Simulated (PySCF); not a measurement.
A PySCF script (with the pyscf-properties extension) for the NMR shieldings of `C=CS[Si@@H](NC)SC`, C4H11NS2Si, on a GFN2-xTB geometry:

```python
import basis_set_exchange as bse
import numpy as np
from pyscf import gto, dft
from pyscf.prop import nmr

atoms = """
C     3.704897   -0.203643   -0.139767
C     2.417888    0.078205   -0.047707
S     1.166463   -1.140565   -0.251652
Si   -0.578087    0.034411    0.220118
N    -0.520735    1.436402   -0.755804
C    -1.523371    2.475573   -0.670743
S    -2.327924   -1.175879   -0.065595
C    -1.794650   -2.766295    0.644669
H     4.451272    0.561635   -0.016025
H     4.050035   -1.202435   -0.341739
H     2.044708    1.069610    0.150320
H    -0.491036    0.465300    1.612254
H    -0.155002    1.346464   -1.693797
H    -1.106455    3.417694   -1.027170
H    -1.817213    2.591291    0.369059
H    -2.416798    2.237830   -1.253757
H    -2.559029   -3.491980    0.389220
H    -1.713169   -2.672037    1.722523
H    -0.841597   -3.052333    0.212588
"""
names = dict.fromkeys(["C", "S", "Si", "N", "H"], "pcSseg-1")
basis = {el: gto.basis.parse(bse.get_basis(n, elements=[el], fmt="nwchem")) for el, n in names.items()}
mol = gto.M(atom=atoms, basis=basis, charge=0, verbose=0)
mf = dft.RKS(mol, xc="PBE0")
mf.grids.level = 2
mf.grids.alignment = dft.numint.BLKSIZE   # the property module wants whole blocks of grid points
mf.conv_tol = 1e-9
mf.kernel()

calc = nmr.RKS(mf)   # GIAO
C = mf.mo_coeff
Co = C[:, mf.mo_occ > 0]
resp = mf.gen_response(singlet=True, hermi=2)
def vind(x):   # induced exchange potential for any number of trial vectors
    d = np.einsum("pi,xij,qj->xpq", C, 2 * x.reshape(-1, C.shape[1], Co.shape[1]), Co, optimize=True)
    return np.einsum("xpq,pi,qj->xij", resp(d - d.transpose(0, 2, 1)), C, Co, optimize=True).ravel()
mo1, _ = nmr.rhf.solve_mo1(calc, with_cphf=vind)
sigma = calc.kernel(mo1)
for i, s in enumerate(sigma):   # ppm
    print("%2d %-2s %9.2f" % (i, mol.atom_pure_symbol(i), np.trace(s) / 3))
```

Q: Give the expected output.

A: 
```
 0 C      65.96
 1 C      51.28
 2 S     556.79
 3 Si    344.13
 4 N     232.26
 5 C     156.33
 6 S     662.38
 7 C     174.83
 8 H      26.06
 9 H      26.14
10 H      25.30
11 H      25.78
12 H      31.31
13 H      28.85
14 H      29.15
15 H      28.86
16 H      29.76
17 H      29.62
18 H      29.65
```

These numbers come from an equivalent density-fitted implementation of the same equations, which agrees with the script to about 0.01 ppm for H and up to a few tenths of a ppm for heavy atoms, so last digits may differ.

Q: Turn these shieldings into chemical shifts. References, each an isolated molecule treated in the same way: ¹³C (σref 186.93), ²⁹Si (σref 349.16), ¹H (σref 31.72) against TMS; ³³S (σref 503.73) vs CS2; NH3 for ¹⁵N (σref 267.73).

A: Averaging equivalent atoms: C 1: 135.6; C 0: 121.0; C 5: 30.6; C 7: 12.1; S 2: -53; S 6: -159; Si 3: 5.0; N 4: 35.5; H 10: 6.42; H 11: 5.94; H 8: 5.65; H 9: 5.57; H 13/14/15: 2.76; H 16/17/18: 2.04; H 12: 0.40 ppm. Experimental scales use liquid or dissolved standards, which lie at an offset from isolated NH3 (liquid NH3: subtract about 20 ppm).

Size and cost of the density-fitted run: 212 basis functions, 100 s wall time on 1 thread of an Intel Xeon, shared host; peak memory 0.95 GiB.
